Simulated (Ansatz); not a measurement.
`O[SiH]1C=C1F` and `O[SiH]1C=C1S` differ in one atom or group.

Ansatz, PBE0-D4/def2-TZVP geometries, multiplicity 1. Each molecule was computed in one conformer, which needn't be the lowest.

```
                                      property  `O[SiH]1C=C1F`
         HOMO–LUMO gap (B3LYP/def2-TZVPP) / eV            7.42
            HOMO energy (PBE0/def2-TZVPP) / eV           -7.96
           LUMO energy (B3LYP/def2-TZVPP) / eV           -0.33
         LUMO energy (ωB97M-V/def2-TZVPP) / eV            1.96
       HOMO–LUMO gap (ωB97M-V/def2-TZVPP) / eV           12.15
size of the dipole moment (PBE/def2-TZVPP) / D            1.33
```

Question: What does the change do to each property? (Estimate.)

Answer: Ansatz gave: 
```
                                      property  `O[SiH]1C=C1S`  shift
         HOMO–LUMO gap (B3LYP/def2-TZVPP) / eV            6.26  -1.16
            HOMO energy (PBE0/def2-TZVPP) / eV           -7.00   0.96
           LUMO energy (B3LYP/def2-TZVPP) / eV           -0.49  -0.16
         LUMO energy (ωB97M-V/def2-TZVPP) / eV            1.79  -0.17
       HOMO–LUMO gap (ωB97M-V/def2-TZVPP) / eV           10.85  -1.30
size of the dipole moment (PBE/def2-TZVPP) / D            1.76   0.43
```

With PBE0 the HOMO rises by 0.96 eV and the LUMO falls by 0.20 eV, so the gap narrows by about 1.16 eV. PBE moves the HOMO by 0.66 eV and ωB97M-V by 1.13 eV. Dipoles are sizes alone; their direction can turn.

B3LYP here is the variant with VWN-RPA as its local correlation; programs differ in this.
